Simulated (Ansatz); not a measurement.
`C[SiH](Cl)[SiH2]O` + `CCl` → `C[SiH](Cl)CCl` + silanol  (formal exchange of groups at the Si–Si bond)

Program: Ansatz. Geometries: PBE0-D4/def2-TZVP. ΔE: electronic, gas phase. CBS: MP2 limit from def2 TZ/QZ plus the TZ coupled-cluster correction, frozen cores. This one scheme is used for every species. Functionals use def2-TZVPP. B3LYP here is the variant with VWN-RPA as its local correlation; programs differ in this. One conformer a species, not always the lowest.

Q: Is it downhill or uphill in electronic energy at CCSD(T)/CBS, and by how much? (An estimate is asked.)

A: Computed: Downhill: ΔE = -0.09 eV.

Q: What do these levels give: r2SCAN-D4, PBE0-D4, B3LYP-D4, ωB97M-V, r2SCAN, B3LYP, CCSD(T)/def2-TZVPP, HF/def2-QZVPP, MP2/def2-QZVPP, SCS-MP2/def2-QZVPP, HF/CBS(def2), CCSD/CBS(def2)? (Estimate.)

A: Computed: r2SCAN-D4 -0.03, PBE0-D4 0.03, B3LYP-D4 -0.03, ωB97M-V -0.13, r2SCAN -0.03, B3LYP -0.04, CCSD(T)/def2-TZVPP -0.10, HF/def2-QZVPP -0.14, MP2/def2-QZVPP -0.16, SCS-MP2/def2-QZVPP -0.16, HF/CBS(def2) -0.14, CCSD/CBS(def2) -0.09 eV.

Largest T1 diagnostic among the species: 0.011.

From PBE to PBE0 (25 % exact exchange), in def2-TZVPP and without D4, ΔE moves by −0.04 eV.
